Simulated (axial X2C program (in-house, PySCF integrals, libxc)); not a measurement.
Values are calculated unless marked as measured or tabulated.
# TaC⁻: input and output

Program: an axial X2C code built on PySCF integrals.

Input file and command:
```json
{
 "zs": [
  73,
  6
 ],
 "q": -1,
 "bas": [
  "dyall-acv3z",
  "dyall-av3z"
 ],
 "levels": [
  "PBE0",
  "HF",
  "PBE"
 ],
 "cc": true,
 "r0": 1.93,
 "thr": -1.0,
 "nmax": 90,
 "npts": 10,
 "nst": 2,
 "ntry": 6
}
```
```bash
python so2c.py task.json out
```

Keys: zs atomic numbers; q charge; bas basis sets; levels methods; cc coupled cluster on or off; r0 starting distance in Å; thr threshold in hartree for freezing inner shells (an s shell follows its p shell); nmax most natural virtual spinors; npts points on the curve; nst determinants followed; ntry starts of the search. HF also brings MP2.

Output of the HF step, with spin–orbit coupling, at R = 1.737 Å for the state Ω = 0. It starts from PBE0 orbitals of this distance.

```
two-component X2C + atomic mean field  HF
basis functions 252  fitting functions 1256  grid points 5074
iter        total energy     max residual
   1     -15636.141797779     5.85e-01
   2     -15636.186833538     2.37e-02
   3     -15636.187883059     2.70e-02
   4     -15636.190620558     1.39e-03
   5     -15636.190817586     1.04e-03
   6     -15636.190875354     9.49e-04
   7     -15636.190916700     2.93e-04
   8     -15636.190929479     2.19e-04
   9     -15636.190935650     1.60e-04
  10     -15636.190938595     1.10e-04
  11     -15636.190941018     4.30e-05
  12     -15636.190941491     2.23e-05
  13     -15636.190941582     1.28e-05
  14     -15636.190941605     1.01e-05
  15     -15636.190941614     2.42e-06
  16     -15636.190941615     5.99e-07
converged
one-electron -21732.46104050  Coulomb 6296.95699780  exact exchange -320.77500926  xc functional 0.00000000  nuclear repulsion 133.43674058  atomic mean-field constant -13.34863023
correlated 10  virtual 336  natural virtual 90  E(MP2) -0.365401369  MP2 remainder -0.020907009
iter   CCSD correlation   residual
   1     -0.290308908   3.22e-01
   2     -0.315599691   1.61e-01
   3     -0.319669628   4.92e-02
   4     -0.320255398   2.24e-02
   5     -0.320740181   9.77e-03
   6     -0.320703004   3.73e-03
   7     -0.320693410   1.84e-03
   8     -0.320728032   9.09e-04
   9     -0.320728628   5.85e-04
  10     -0.320731968   4.00e-04
  11     -0.320729904   2.08e-04
  12     -0.320727498   8.41e-05
  13     -0.320728539   4.61e-05
  14     -0.320728258   2.83e-05
  15     -0.320728187   1.61e-05
  16     -0.320728424   8.39e-06
  17     -0.320728259   4.11e-06
  18     -0.320728329   2.24e-06
  19     -0.320728282   1.36e-06
  20     -0.320728292   8.87e-07
(T) -0.027115656  T1 0.0542  D1 0.0788  max T2 0.134
```
Energies are in hartree; totals compare only within one Hamiltonian and basis. T1 is large, a sign of multireference character or of a spin-contaminated reference. T1 in the output is the amplitude norm over the root of the electron number; divide by √2 for the Lee–Taylor value.
